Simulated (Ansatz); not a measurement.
The cluster B6Os⁻. The state is a doublet with charge -1. Geometry PBE-D4/def2-SVPD; atoms count from 1.

Cartesian coordinates in Å:
```
Os -1.3999 -0.8952 0.4772
B 1.2075 -0.1285 -1.2626
B 0.7370 -0.1915 0.3507
B -0.0894 -1.0612 -0.9716
B -0.1921 0.0550 1.7180
B -0.6205 1.0949 0.5057
B 0.3574 1.1265 -0.8173
```

In the def2 sets Os takes a core potential; there is no spin–orbit coupling. The charge -1 doublet is spin-contaminated (final ⟨S²⟩ up to 0.92, 0.75 for a pure state). Another isomer (doublet) lies 0.23 eV lower at PBE0-D4/def2-TZVPD; other spin states weren't run for this one.

(1) Estimate the Mulliken populations from the PBE0/def2-TZVPD orbitals of Ansatz.

(2) Where does the spin sit?

(3) And the Mayer bond orders between heavy atoms (over 0.3)?

Results:

(1) 
| atom | charge (e) | spin (α − β) | d electrons |
| --- | --- | --- | --- |
| Os1 | 0.04 | 1.12 | 6.68 |
| B2 | 0.11 | -0.09 | – |
| B3 | -0.82 | -0.13 | – |
| B4 | 0.00 | -0.03 | – |
| B5 | 0.34 | -0.23 | – |
| B6 | -0.21 | 0.28 | – |
| B7 | -0.45 | 0.08 | – |
Mulliken values depend strongly on the basis. With diffuse functions, as here, like atoms can get unlike values, and bond orders can come out too low or too high.

(2) Summed by element: Os 1.12, B -0.12, of 1 unpaired in all. Largest on single atoms: Os1 1.12, B6 0.28, B5 -0.23.

(3) Os1–B2 0.44 (3.23 Å); Os1–B3 0.94 (2.25 Å); Os1–B4 1.15 (1.96 Å); Os1–B5 0.55 (1.98 Å); Os1–B6 1.06 (2.14 Å); B2–B3 0.66 (1.68 Å); B2–B4 1.01 (1.62 Å); B2–B7 0.90 (1.58 Å); B3–B4 0.48 (1.79 Å); B3–B5 0.43 (1.67 Å); B3–B6 0.30 (1.88 Å); B3–B7 0.95 (1.80 Å); B4–B7 0.68 (2.24 Å); B5–B6 0.74 (1.65 Å); B6–B7 1.28 (1.65 Å).
